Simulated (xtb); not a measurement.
C2H3F3Si2, SMILES F[Si](F)(F)C#C[SiH3]. All values are semi-empirical tight-binding results from xtb (GFN2-xTB unless named), good for trends rather than for accurate numbers. The structure is a stationary point at GFN2-xTB. The structure was generated by enumeration, and PubChem lists no compound with its InChIKey, so it may never have been made.

Optimised geometry:

Bonds (Å): Si1–C2 1.858, Si1–H8 1.463, Si1–H9 1.463, Si1–H10 1.463, C2–C3 1.210, C3–Si4 1.826, Si4–F5 1.585, Si4–F6 1.585, Si4–F7 1.585. Bond angles (°): C2–Si1–H8 107.0, C2–Si1–H9 107.0, C2–Si1–H10 107.0, H8–Si1–H9 111.8, H8–Si1–H10 111.8, H9–Si1–H10 111.8, Si1–C2–C3 180.0, C2–C3–Si4 180.0, C3–Si4–F5 113.6, C3–Si4–F6 113.6, C3–Si4–F7 113.6, F5–Si4–F6 105.1, F5–Si4–F7 105.1, F6–Si4–F7 105.1.

A frequency run showed that this geometry is not a minimum.

point group as xtb finds it: C3
orbital gap: 4.83 eV
dipole moment: 4.09 D
static polarisability (D4 model): 88.1 bohr³
solvation energy, GFN2-xTB/ALPB(water): 1.5 kcal/mol
solvation energy, GFN2-xTB/ALPB(benzene): -2.2 kcal/mol

Task: Give the atomic charges and the Wiberg bond orders between heavy atoms. (Estimate from the structure and the level; the computed values follow.)

Result: charges (e) Si1 0.46, C2 -0.10, C3 -0.09, Si4 0.70, F5 -0.24, F6 -0.24, F7 -0.24, H8 -0.09, H9 -0.09, H10 -0.09. Bond orders Si1–C2 0.90, C2–C3 2.85, C3–Si4 0.94, Si4–F5 1.10, Si4–F6 1.10, Si4–F7 1.10.
